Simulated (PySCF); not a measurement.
CH2Cl, SMILES [CH2]Cl (connectivity only; charge and spin as stated), charge +1, multiplicity 1.

The structure is a stationary point at PBE-D3(BJ)/def2-TZVP. The spin state was assumed, not searched. The isomer is the one that the SMILES or the coordinates give; other isomers of the formula were not compared.

Computed with PBE-D3(BJ)/def2-TZVP (PySCF).

Frequencies are harmonic and unscaled.

Computed normal modes with their intensities:
```csv
mode,ν (cm⁻¹),IR (km/mol),moving atoms (share of kinetic energy)
1,1016,0.1,"H 83 %, C 14 %"
2,1034,78.5,"C 59 %, Cl 28 %, H 13 %"
3,1105,26.6,"H 77 %, C 23 %"
4,1421,0.2,"H 87 %, C 13 %"
5,3007,16.1,H 96 %
6,3143,48.4,"H 88 %, C 12 %"
```
